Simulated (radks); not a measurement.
Question: Neutral helium, [He]. Method: non-relativistic Kohn-Sham, r2SCAN, spin-polarised, spherical densities, point nucleus; meta-GGA in the generalised Kohn-Sham scheme; computed with a radial shooting solver on a logarithmic mesh with Libxc functionals. Every spin shell is full or empty, so the densities are truly spherical. Functionals are evaluated on that one density, not self-consistently. Rank these orbital-free kinetic functionals by their error against the exact value of the orbitals, and give that value: Thomas-Fermi, von Weizsacker, TF + vW, TF + vW/9, TF + vW/5, LC94, APBEK, revAPBEK, Perdew 92, Thakkar, Pearson, LKT, DePristo-Kress.

Answer: Exact: 2.87260 hartree. From best to worst, with 100 (|E| - |E exact|)/|E exact| (equal figures are ties): von Weizsacker 0.00, DePristo-Kress -0.02, Thakkar +0.14, TF + vW/9 +0.16, LC94 -0.16, Perdew 92 +0.19, APBEK -0.23, revAPBEK +0.65, Pearson -4.63, TF + vW/5 +9.05, Thomas-Fermi -10.95, LKT +59.20, TF + vW +89.05.
